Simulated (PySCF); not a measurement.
Worked example: oscillator strength and radiative lifetime

CH6BOP, SMILES CB(P)O.

The structure is a stationary point at r2SCAN-D4/def2-SVP. One conformer was computed; it need not be the lowest.

TDA-ωB97X/def2-SVPD (PySCF) puts the first singlet state with f over 0.02 at 6.24 eV (vertical), with the transition dipole (-0.363, 0.455, -0.289) in atomic units.

### Question
Find the oscillator strength, the wavelength and the radiative lifetime that this transition would have in vacuum if emission retraced absorption.

### Answer

|μ|² = 0.4223 au, so |μ| = 1.65 D. ΔE = 6.24/27.211 = 0.2293 hartree. f = (2/3) ΔE |μ|² = 0.065 (the program prints 0.064).
λ = 1239.84/6.24 = 199 nm; ν = 50329 cm⁻¹.
Einstein's coefficient A = 0.6670 ν² f s⁻¹ (ν in cm⁻¹) = 1.1e8 s⁻¹, so τ = 1/A = 9.2 ns. This state is S1. The figure is the radiative limit of this one transition; relaxation, internal conversion, crossing to triplets and a medium change what is measured.
